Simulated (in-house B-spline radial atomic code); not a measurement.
Yb²⁺. Computed with a B-spline radial atomic code. Model: all-electron spherical atom, spin shells full or empty, radial basis limit, no spin-orbit coupling, Breit or QED, empty-state partial waves extrapolated as (l+1/2)^-4, RPA, G0W0 and static COHSEX of the highest shell as one setting changes (uncorrelated shells keep exact exchange).

Empty levels are discrete states of a finite basis, so the steps are uneven.

Without the two-electron picture change, core correlation of heavy ions comes too large.

Given: element Yb; charge 2; filled core Xe; hamiltonian one-electron scalar X2C; mean-field start r2SCAN; highest l of empty states 9; nuclear rms radius 5.3108 fm; lowest nl shells left uncorrelated 8; highest mean-field shell 4f; box radius 17.55 bohr.

Shell: 4f 7 7 (electrons up and down).

```csv
highest empty level kept (hartree),RPA correlation energy (hartree),G0W0 level (eV),G0W0 minus most complete (meV),COHSEX level (eV),linearised minus solved G0W0 (meV)
3,-0.76375,-22.254,2398.8,-23.261,-97.2
6,-1.1398,-22.617,2035.6,-24.361,-110.9
10.5,-1.485,-22.981,1672.2,-25.593,-129
18,-1.8293,-23.341,1312,-26.885,-149.4
30,?,?,?,?,?
54,-2.541,-24.211,441.3,-30.545,-213.3
90,-2.6838,-24.413,239.4,-31.523,-232.3
180,-2.8051,-24.578,74.6,-32.419,-249.6
360,-2.8464,-24.636,16.5,-32.745,-256.1
750,-2.8567,-24.651,1.3,-32.831,-257.8
1800,?,?,?,?,?
6000,-2.8584,-24.653,0,-32.837,-257.9
```

What follows for highest empty level kept = 30?

RPA correlation energy -2.2898 hartree; G0W0 level -23.884 eV; G0W0 minus most complete 768.6 meV; COHSEX level -29.115 eV; linearised minus solved G0W0 -186.6 meV.

What follows for highest empty level kept = 1800?

RPA correlation energy -2.8581 hartree; G0W0 level -24.653 eV; G0W0 minus most complete 0.1 meV; COHSEX level -32.836 eV; linearised minus solved G0W0 -257.9 meV.
